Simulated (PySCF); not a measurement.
**Ag⁺ (silver, charge +1) across methods**

[Kr] 4d9 5s1, high-spin 3D determinant (an excited configuration). Calculation: PySCF 2.14, in def2-QZVPPD with the def2 core potential (28 electrons) (7s5p4d4f2g, 88 functions); a scalar-relativistic core potential.

```tsv
method	E (hartree)	mean ε 4d α (eV)	mean ε 4d β (eV)	mean ε 5s α (eV)	Σ⟨r²⟩ (bohr²)	⟨S²⟩
wB97X-V	-146.4845	-24.118	-23.180	-15.942	36.30	2.000
UHF	-145.72403	-27.111	-25.777	-15.507	36.50	2.002
LDA	-146.2333	-19.799	-18.773	-13.688	36.40	2.000
PW91	-146.5875	-19.688	-18.665	-13.451	36.36	2.001
r2SCAN	-146.5616	-20.023	-18.840	-13.626	36.08	2.002
PBE0	-146.5119	-21.704	-20.611	-14.057	36.24	2.001
TPSSh	-146.4630	-20.421	-19.364	-13.526	36.27	2.001
PBE	-146.5218	-19.609	-18.581	-13.360	36.37	2.001
```

**Question.** Estimate the same row for BHandHLYP.

**Answer.** E (hartree) = -146.4344; mean ε 4d α (eV) = -23.676; mean ε 4d β (eV) = -22.589; mean ε 5s α (eV) = -14.691; Σ⟨r²⟩ (bohr²) = 36.27; ⟨S²⟩ = 2.001.

Energies and moments cover only the electrons outside the core potential.
